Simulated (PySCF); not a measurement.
Run times: scandium in even-tempered 20s11p6d5f5g

Measured wall times of calculations with PySCF 2.14 in an uncontracted even-tempered set (20 s from 2.4 bohr⁻², ratio 2.2; 11 p from 3.1 bohr⁻², ratio 2.2; 6 d from 14 bohr⁻², ratio 2.4; 5 f from 22 bohr⁻², ratio 2.4; 5 g from 32 bohr⁻², ratio 2.4), with the spin-free X2C one-electron Hamiltonian (Gaussian nucleus), run from one Python driver. Hardware: 2 threads of Neoverse-V1 on a shared host, 2.6 GiB allowed. The two-electron integrals over 163 functions were computed once and kept in memory (1.8 CPU seconds with the set-up); the times below exclude them. Kohn-Sham runs start from converged Hartree-Fock orbitals.

Launch command (the driver calls PySCF for each step listed in the task file):

```bash
OMP_NUM_THREADS=2 python atomrun2.py TASK.json OUT
```

```csv
species,step,iterations,wall time (s)
Sc(16+) [He] 2s2 2p1,LDA,4,0.57
Sc(16+) [He] 2s2 2p1,PBE,4,0.64
Sc(16+) [He] 2s2 2p1,PBE0,4,2.7
Sc(16+) [He] 2s2 2p1,r2SCAN,4,1.6
Sc(16+) [He] 2s2 2p1,r2SCAN0,4,3.7
Sc(16+) [He] 2s2 2p1,TPSSh,4,3.7
Sc(16+) [He] 2s2 2p1,MP2 (5 electrons),,1.9
```

Q: Roughly how long does UHF with spin-orbit constants take for Sc(16+) [He] 2s2 2p1 here?

A: About 12 s.

Peak memory of the process: 0.98 GiB. Times on a shared host vary from run to run.
